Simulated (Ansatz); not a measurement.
Cartesian coordinates in Å:
```
F 1.2621 1.0174 0.8643
W 0.0076 -0.0258 0.0225
F 1.3057 -0.6812 -1.0983
F 0.4053 -1.3820 1.2053
F -1.2722 0.5661 1.1983
F -1.2285 -1.1324 -0.7638
Cl -0.4799 1.6380 -1.4284
```

The species carries charge 0 and has multiplicity 1. W takes the def2 core potential.

List the PBE0/def2-TZVPP orbital energies in eV (the Gaussian-basis code of Ansatz). (Estimate.)

The calculation gave: Occupied: -2768.69, -675.42, -675.42, -675.42, -675.42, -675.29, -260.55, -198.77, -198.72, -198.72, -87.91, -50.83, -50.83, -50.61, -34.59, -34.48, -33.84, -33.44, -33.44, -24.05, -16.59, -16.14, -15.78, -15.43, -15.43, -15.16, -13.79, -13.77, -13.77, -13.29, -13.28, -13.28, -12.81, -12.81, -12.64, -11.72, -10.59, -10.59. Lowest empty: -4.71, -4.71, -4.30, -0.19, 0.70, 1.31, 2.95, 2.95.
